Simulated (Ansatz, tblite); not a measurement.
Removing and adding an electron: K3H3. The state is a singlet with charge 0. Geometry: PBE-D4/def2-TZVP. Ansatz, gas phase; energy differences of separate SCF runs; the oxidised species was run as a doublet alone; the reduced species was run as a doublet alone.

```csv
atom,x (Å),y (Å),z (Å)
K1,-2.478,-0.251,-0.102
K2,1.473,-1.746,-1.004
K3,1.006,1.995,1.104
H4,-0.981,-1.959,-1.057
H5,-1.438,1.706,0.975
H6,2.418,0.253,0.083
```

The xTB rows come from tblite. Correlated methods freeze 15 core orbitals; core or outer-core shells of K are correlated, in sets that lack core-valence functions. In CCSD on the charge -1 doublet the largest single amplitude is 0.37, so its Hartree–Fock determinant may place the open shell otherwise than the density functionals do. The structure comes from a short search, and lower isomers may exist.

Problem. Estimate orbital energies and vertical ionisation energies and electron affinities at: GFN1-xTB; GFN2-xTB; HF/def2-TZVPP; PBE0-D4/def2-TZVP; PBE0-D4/def2-TZVPD; MP2/def2-TZVPP; CCSD/def2-TZVPD; CCSD/def2-TZVPP; CCSD(T)/def2-TZVPD; CCSD(T)/def2-TZVPP.

Solution. 
```csv
level,−HOMO (eV),vertical IE (eV),−LUMO (eV),vertical EA (eV),HOMO–LUMO gap (eV),IE − EA (eV),remarks
GFN1-xTB,12.58,14.07,7.87,7.16,4.71,6.91,–
GFN2-xTB,8.49,10.70,5.54,3.68,2.94,7.03,–
HF/def2-TZVPP,–,5.73,–,–,–,–,–
PBE0-D4/def2-TZVP,4.59,6.26,0.19,–,4.39,–,–
PBE0-D4/def2-TZVPD,4.58,–,0.23,0.02,4.35,–,HOMO above zero (-1 doublet)
MP2/def2-TZVPP,–,6.52,–,–,–,–,–
CCSD/def2-TZVPD,–,–,–,-0.42,–,–,"HOMO above zero (-1 doublet), large T1 (0.052) (-1 doublet)"
CCSD/def2-TZVPP,–,6.64,–,–,–,–,–
CCSD(T)/def2-TZVPD,–,–,–,-0.41,–,–,"HOMO above zero (-1 doublet), large T1 (0.052) (-1 doublet)"
CCSD(T)/def2-TZVPP,–,6.62,–,–,–,–,–
```

Run but left out: PBE-D4/def2-TZVP, r2SCAN-D4/def2-TZVP (charge +1 doublet: an occupied level 0.12 to 0.13 eV above an empty one); HF/def2-TZVPD, MP2/def2-TZVPD (charge -1 doublet: a determinant that CCSD turns far, T1 0.052); PBE-D4/def2-TZVPD, r2SCAN-D4/def2-TZVPD (charge -1 doublet: an occupied level 0.01 to 0.03 eV above an empty one).   A HOMO above zero means that the electron is unbound at that level or that self-interaction error raises the level; the energy of removing that electron tells which. Raw xTB energy differences between charge states are shifted by several eV; the methods need an empirical correction for them. A negative affinity means that the extra electron isn't bound; its size then hangs on the basis.
